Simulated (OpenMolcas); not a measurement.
**OpenMolcas run: Ga²⁺**

Input:

```
&GATEWAY
Coord
1

Ga 0.0 0.0 0.0
Basis=ANO-R1
Group=XYZ
NoMove
AngMom=0.0 0.0 0.0
AMFI
&SEWARD
* reference wave functions (RASSCF and RASSI steps not shown): 1 electron in 9 orbitals (RAS2 4s 4p; RAS3 4d, at most 1 electron)
>>> COPY JOB001 $Project.JobIph
&CASPT2
Multistate=1 1
Frozen=3 6
IPEA=0.4
Imaginary=0.15
MaxIter=60
WThr=0.0 0.3 0.05
PrWF=0.5
NoMix
>>> COPY JOB002 $Project.JobIph
&CASPT2
Multistate=3 1 2 3
Frozen=3 6
IPEA=0.4
Imaginary=0.15
MaxIter=60
WThr=0.0 0.3 0.05
PrWF=0.5
NoMix
```

Launched by
```bash
OMP_NUM_THREADS=1 MOLCAS_MEM=2252 MOLCAS_PROJECT=a pymolcas a.inp > a.log  # once for each step of the input, in one work folder
```

Output, cut to the results:

```
--- CASPT2 ---
Orbital specifications:
      -----------------------

      Symmetry species                           1   2
                                                ag  au
      Frozen orbitals                            3   6
      Inactive orbitals                          5   0
      Active orbitals                            6   3
      Secondary orbitals                         6  10
      Deleted orbitals                           0   0
      Number of basis functions                 20  19
Type of calculation                        SS-CASPT2
      Fock operator                              state-specific
      IPEA shift                                 0.40
      Real shift                                 0.00
      Imaginary shift                            0.15
      The input orbitals will be transformed to quasi-canonical
Reference energy:       -1941.3287182544
      E2 (Non-variational):      -0.3663221910
      Shift correction:          -0.0001062085
      E2 (Variational):          -0.3664283995
      Total energy:           -1941.6951466539
      Residual norm:              0.0000001378
      Reference weight:           0.96364
      Contributions to the CASPT2 correlation energy
      Active & Virtual Only:         -0.0000000000
      One Inactive Excited:          -0.0167029027
      Two Inactive Excited:          -0.3496192883
::    CASPT2 Root  1     Total energy:  -1941.69514665
--- CASPT2 ---
Orbital specifications:
      -----------------------

      Symmetry species                           1   2
                                                ag  au
      Frozen orbitals                            3   6
      Inactive orbitals                          5   0
      Active orbitals                            6   3
      Secondary orbitals                         6  10
      Deleted orbitals                           0   0
      Number of basis functions                 20  19
Type of calculation                        MS-CASPT2
      Fock operator                              state-specific
      IPEA shift                                 0.40
      Real shift                                 0.00
      Imaginary shift                            0.15
      The input orbitals will be transformed to quasi-canonical
Reference energy:       -1941.0338504828
      E2 (Non-variational):      -0.3636824695
      Shift correction:          -0.0001080445
      E2 (Variational):          -0.3637905140
      Total energy:           -1941.3976409968
      Residual norm:              0.0000001871
      Reference weight:           0.96372
      Contributions to the CASPT2 correlation energy
      Active & Virtual Only:         -0.0000000000
      One Inactive Excited:          -0.0150263792
      Two Inactive Excited:          -0.3486560903
Reference energy:       -1941.0338504828
      E2 (Non-variational):      -0.3636824695
      Shift correction:          -0.0001080445
      E2 (Variational):          -0.3637905140
      Total energy:           -1941.3976409968
      Residual norm:              0.0000001871
      Reference weight:           0.96372
      Contributions to the CASPT2 correlation energy
      Active & Virtual Only:         -0.0000000000
      One Inactive Excited:          -0.0150263792
      Two Inactive Excited:          -0.3486560903
::    CASPT2 Root  1     Total energy:  -1941.39764100
::    CASPT2 Root  2     Total energy:  -1941.39764100
::    CASPT2 Root  3     Total energy:  -1941.39764100
::    MS-CASPT2 Root  1     Total energy:  -1941.39764100
::    MS-CASPT2 Root  2     Total energy:  -1941.39764100
::    MS-CASPT2 Root  3     Total energy:  -1941.39764100
```

Levels above the lowest, from the spin-orbit matrix with the single-state CASPT2 energies, averaged by term, on its diagonal:

| Configuration | Term | J | E (cm-1) | Measured (cm-1) | g | Term weight % |
| --- | --- | --- | --- | --- | --- | --- |
| 4s | 2S | 1/2 | 0.0 | 0.0 | 2.002 | 100 |
| 4p | 2P* | 1/2 | 64125 | 65169 | 0.666 | 100 |
| 4p | 2P* | 3/2 | 65880 | 66888 | 1.334 | 100 |

Against the 2 measured excited levels shown (Shirai, Reader, Kramida and Sugar, J. Phys. Chem. Ref. Data 36, 509 (2007)) the mean absolute deviation is 1000 cm-1; the largest miss in energy is 4p 2P* 1/2: computed 64125, measured 65169 cm-1 (-1.6 %).

With one active electron outside closed inactive shells, the extra shells (4d) add no correlation to the reference. With one active electron, CASPT2 adds the correlation within the correlated inactive shells and between them and that electron, and leaves the splitting within a term as the reference gives it. Measured partners are found by configuration, term and J. A level has none where our copy of the source lacks it or the pairing is in doubt (some pairs that miss far off the trend of their configuration count as doubtful), and it then counts in no deviation. Levels of configurations outside the active space are missing. The first state left out of the spin-orbit step lies near 550000 cm-1 above the lowest spin-free state of the reference (among the parities and spins computed), and the list stops at four fifths of that energy or lower.

The CASPT2 steps took 1.6 s on 1 thread of Intel(R) Xeon(R) Platinum 8488C (Sapphire Rapids) (shared host); the integral step is not counted.

The term weight is that of the spin-free term in the level, not the purity of its configuration. * marks odd parity.
